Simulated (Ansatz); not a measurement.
Consider the atomization: `C[Se][SiH2]Cl` → C• + Cl• + 5 H• + Se• + Si•.

Program: Ansatz. Geometries: PBE0-D4/def2-TZVP. ΔE: electronic, gas phase. CCSD(T)/CBS adds triple-zeta CCSD(T) − MP2 to the extrapolated MP2 energy (def2 sets, frozen cores). This one scheme is used for every species, atoms too. Functionals use def2-TZVPP. No spin–orbit coupling; open shells (•) take unrestricted orbitals. Spin–orbit coupling would lower the free atoms: a little for C, Cl, Si; clearly for Se. Bonds to Se are less sure, by a few kJ/mol each and by 10 to 20 or more in all where they break to atoms, as the def2 sets lack core-valence functions. Scalar relativity is left out up to krypton. One conformer a species, not always the lowest.

```tsv
level	ΔE (kJ/mol)
r2SCANh-D4	2921.7
HF/def2-SVP	2155.5
MP2/def2-QZVPP	2928.5
CCSD/CBS(def2)	2893.4
```

**Question.** What does CCSD(T)/CBS give? (Estimate.)

**Answer.** Computed: +2934.9 kJ/mol. The listed levels differ from it by -13.2, -779.4, -6.4, -41.5 kJ/mol.

Largest T1 diagnostic among the species: 0.012.

The D4 term adds +38.4 kJ/mol with B3LYP and +20.1 kJ/mol with PBE0; it sums over pairs of atoms, weighted by their polarisabilities, and B3LYP, whose exchange is more repulsive, gets the larger term. From PBE to PBE0 (25 % exact exchange), in def2-TZVPP and without D4, ΔE moves by −23.0 kJ/mol: exact exchange takes away binding that semilocal exchange gives to molecules. Leaving LDA and LC-ωPBE aside and taking each functional with its dispersion term where it has one, the values, not all of them listed here, spread over 89.2 kJ/mol, from BHLYP-D4 to PBE-D4. LDA lies +373.3 kJ/mol from PBE without D4, its usual overbinding.

B3LYP here is the variant with VWN-RPA as its local correlation; programs differ in this.

For atomizations the MP2-based limit and the directly extrapolated one differ by several kJ/mol either way, and by 10 to 25 for some Ge, Se and Sn compounds, so smaller differences from it don't rank the levels.
